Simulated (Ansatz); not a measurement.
Relaxation of C3H5FO2S (12 atoms, charge 0, multiplicity 1), to a largest force component of 0.015 eV/Å in at most 40 steps.

These are results of Ansatz 0.2.0, RKS PBE0-D4/def2-SVP, not measurements.

```xyz
12
Properties=species:S:1:pos:R:3:forces:R:3
C -0.170 -2.060 -0.048 -2.05 2.06 -0.04
C -0.081 -0.570 -0.415 1.69 -0.95 -2.64
O 0.261 -0.153 -1.518 -0.32 -1.71 2.27
O -0.332 0.220 0.641 0.00 0.85 0.22
C -0.316 1.598 0.365 -2.31 -0.31 -1.64
F -0.784 1.767 -0.927 -0.47 1.21 1.81
S -1.489 2.465 1.483 -0.02 -0.10 -0.91
H 0.066 -2.610 -0.939 0.27 -0.59 -0.48
H 0.476 -2.250 0.792 0.47 -0.35 0.57
H -1.247 -2.225 0.257 0.99 -0.17 -0.15
H 0.653 2.044 0.372 1.33 0.17 0.38
H -0.750 2.286 2.568 0.43 -0.11 0.59
```

Q: Where does it end, and by what steps?

A: The forces met the threshold. The force dipped under the threshold on the way, but the program's further checks kept it going. After 23 steps the energy has fallen by 0.734 eV; O3 moved furthest, 1.05 Å.

```tsv
step	energy less start (eV)	largest force component (eV/Å)	accepted
0	0.0000	2.639	yes
1	-0.4821	0.880	yes
2	-0.5668	1.254	yes
3	-0.6325	0.420	yes
4	-0.6837	0.306	yes
5	-0.7047	0.905	yes
6	-0.7132	0.181	yes
7	-0.7252	0.072	yes
8	-0.7268	0.174	yes
9	-0.7287	0.086	yes
10	-0.7296	0.190	yes
11	-0.7317	0.055	yes
12	-0.7325	0.054	yes
13	-0.7328	0.124	yes
14	-0.7330	0.148	yes
15	-0.7337	0.031	yes
16	-0.7336	0.109	no
17	-0.7338	0.006	yes
18	-0.7340	0.024	yes
19	-0.7341	0.044	yes
20	-0.7342	0.036	yes
21	-0.7342	0.083	no
22	-0.7343	0.040	yes
23	-0.7345	0.012	yes
```

```xyz
12
Properties=species:S:1:pos:R:3
C -0.205 -2.000 -0.060
C 0.126 -0.556 -0.254
O 1.066 -0.113 -0.849
O -0.808 0.226 0.362
C -0.708 1.605 0.207
F -1.663 2.002 -0.660
S -1.037 2.450 1.781
H 0.589 -2.622 -0.488
H -0.333 -2.215 1.011
H -1.165 -2.221 -0.551
H 0.281 1.861 -0.200
H 0.144 2.095 2.332
```

Whether the end is a true minimum wasn't checked by a vibrational analysis.

The run took 86 s on 2 threads of Arm Neoverse V2, on a shared host, peak memory 0.32 GiB.
